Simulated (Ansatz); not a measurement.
The cluster Li5H8⁺, relaxed as a singlet with RKS r2SCAN-D4/def2-TZVP in Ansatz, starting from the GFN1-xTB geometry. Force threshold 0.02 eV/Å.

The structure comes from a short search, and lower isomers may exist.

Start:

| atom | x (Å) | y (Å) | z (Å) |
| --- | --- | --- | --- |
| Li1 | -1.266 | -0.668 | -0.443 |
| Li2 | 0.430 | 1.454 | -0.937 |
| Li3 | -0.154 | 0.524 | 1.368 |
| Li4 | 1.993 | -0.123 | 0.438 |
| Li5 | -2.130 | 1.631 | -0.302 |
| H6 | 1.200 | 1.521 | 0.609 |
| H7 | 0.409 | -0.980 | 0.295 |
| H8 | -2.786 | -1.621 | -0.909 |
| H9 | 3.805 | -0.159 | 0.784 |
| H10 | -1.071 | 0.914 | -1.526 |
| H11 | -2.212 | -2.131 | -1.067 |
| H12 | 3.634 | -0.919 | 0.695 |
| H13 | -1.850 | 0.556 | 0.995 |

| step | energy (eV) | largest force component (eV/Å) | SCF passes |
| --- | --- | --- | --- |
| 1 | -1147.9236 | 1.072 | 12 |
| 2 | -1148.2174 | 0.346 | 15 |
| 3 | -1148.2941 | 0.116 | 14 |
| 4 | -1148.3450 | 0.118 | 15 |
| 5 | -1148.3581 | 0.079 | 16 |
| 6 (rejected) | -1148.3518 | 0.184 | 15 |
| 7 | -1148.3650 | 0.124 | 16 |
| 8 | -1148.3696 | 0.031 | 16 |
| 9 | -1148.3739 | 0.053 | 15 |
| 10 | -1148.3740 | 0.170 | 16 |
| 11 | -1148.3763 | 0.009 | 16 |
| 12 | -1148.3765 | 0.079 | 16 |
| 13 | -1148.3768 | 0.053 | 11 |
| 14 | -1148.3772 | 0.042 | 16 |
| 15 (rejected) | -1148.3772 | 0.098 | 16 |
| 16 | -1148.3775 | 0.020 | 10 |
| 17 (rejected) | -1148.3759 | 0.295 | 16 |
| 18 | -1148.3778 | 0.058 | 16 |
| 19 | -1148.3778 | 0.114 | 10 |
| 20 | -1148.3780 | 0.078 | 10 |
| 21 | -1148.3782 | 0.004 | 10 |
| 22 | -1148.3784 | 0.069 | 16 |
| 23 | -1148.3785 | 0.054 | 10 |
| 24 | -1148.3786 | 0.021 | 10 |
| 25 | -1148.3787 | 0.050 | 16 |
| 26 (rejected) | -1148.3786 | 0.067 | 11 |
| 27 | -1148.3788 | 0.013 | 10 |

Force components are those of the run's own axes.

End:

```
atom   x (Å)   y (Å)   z (Å)
 Li1  -1.083  -0.565  -0.277
 Li2   0.391   1.917  -1.144
 Li3  -0.239   0.758   1.586
 Li4   1.896  -0.113   0.472
 Li5  -2.512   1.546  -0.409
  H6   1.169   1.534   0.390
  H7   0.347  -0.820   0.756
  H8  -2.294  -2.216  -0.753
  H9   3.931  -0.582   0.610
 H10  -1.118   1.050  -1.439
 H11  -2.221  -1.901  -1.428
 H12   3.622  -1.256   0.710
 H13  -1.888   0.650   0.924
```

Bonds lost: Li1–H8, Li1–H11, Li3–H6, Li4–H9, Li4–H12 (atoms count from 1).

The force fell under the threshold at step 11, but the optimiser went on and released 0.003 eV more. No frequencies were taken in this run, so the end may be a saddle point.

Hardware: 4 threads of Arm Neoverse V1 on a shared host. Wall time 31 s.
